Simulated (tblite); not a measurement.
Species: C6H13PS.
Structure used (GFN2-xTB), in Å, numbered top down from 1:
```
atom  x, y, z in Å
C1     2.1161   -0.1273    0.8578
P2     1.2275    0.1435   -0.7279
S3     2.4069    0.4247   -2.2404
C4     0.0844   -1.2897   -0.9042
C5    -1.0191   -1.3261    0.1460
C6    -1.8519   -0.0463    0.1490
C7    -1.0469    1.1742    0.5889
C8     0.0529    1.5250   -0.4058
H9     2.7629   -0.9952    0.7303
H10    2.7411    0.7467    1.0401
H11    1.4445   -0.2853    1.6974
H12   -0.3417   -1.2057   -1.9095
H13    0.6908   -2.2005   -0.8815
H14   -0.5873   -1.4805    1.1373
H15   -1.6705   -2.1788   -0.0629
H16   -2.6970   -0.1759    0.8291
H17   -2.2530    0.1263   -0.8528
H18   -0.6150    0.9874    1.5746
H19   -1.7171    2.0326    0.6835
H20    0.6388    2.3860   -0.0692
H21   -0.3755    1.7819   -1.3803
```

Calculated harmonic vibrations of the isolated species, GFN2-xTB (tblite), most abundant isotopes, no scaling. Against measured fundamentals such values can be off by several per cent, at times by over 20. One conformer, not necessarily the lowest.

Harmonic wavenumbers (cm⁻¹): 99.7, 125.6, 147.3, 200.5, 202.2, 229.0, 254.3, 304.7, 344.5, 375.3, 489.7, 593.2, 691.6, 727.7, 735.5, 761.5, 808.0, 851.8, 856.6, 869.9, 905.5, 930.9, 975.1, 1018.1, 1043.3, 1072.2, 1131.9, 1147.0, 1176.2, 1214.9, 1235.0, 1270.3, 1278.3, 1304.9, 1336.3, 1346.4, 1355.1, 1415.5, 1426.4, 1427.7, 1434.7, 1485.1, 1485.3, 1497.6, 2928.1, 2932.5, 2941.8, 2942.9, 2959.5, 2959.9, 2967.5, 2979.4, 2983.6, 2985.0, 2996.8, 2997.1, 3017.7.

A = 2397, B = 1007, C = 961.2 MHz; mass 148.048 u (most abundant isotopes); point group Cs, symmetry number 1.

Question: What is the zero-point energy?

Answer: ½Σν̃ = 39087 cm⁻¹ = 467.58 kJ/mol.

Question: What is S at 273.15 K and 1 bar for an ideal gas of classical rigid rotors and harmonic oscillators?

Answer: Translation 169.36, rotation 121.57, vibration 92.59: S = 383.5 J/(mol K).

Question: And Cp and H(273.15 K) − H(0)?

Answer: Cp = 148.67 J/(mol K), of which vibrations give 115.41 (their classical limit is 57 R = 473.9); H(273.15 K) − H(0) = 23.90 kJ/mol without the zero-point energy, 14.82 from vibrations.

Question: What must be added to the electronic energy to get the Gibbs energy at 273.15 K and 1 bar?

Answer: ZPE + [H(273.15 K) − H(0)] − T·S = 467.58 + 23.90 − 104.76 = 386.72 kJ/mol.

Question: Which modes carry the vibrational entropy at 273.15 K?

Answer: 99.7 cm⁻¹: 13.76; 125.6 cm⁻¹: 11.90; 147.3 cm⁻¹: 10.63; 200.5 cm⁻¹: 8.24; 202.2 cm⁻¹: 8.17; 229.0 cm⁻¹: 7.24 J/(mol K); the other 51 give 32.65 together.

Hindered rotation and anharmonicity are outside this model. Other conformers, if any are populated, would add a mixing term that is left out.
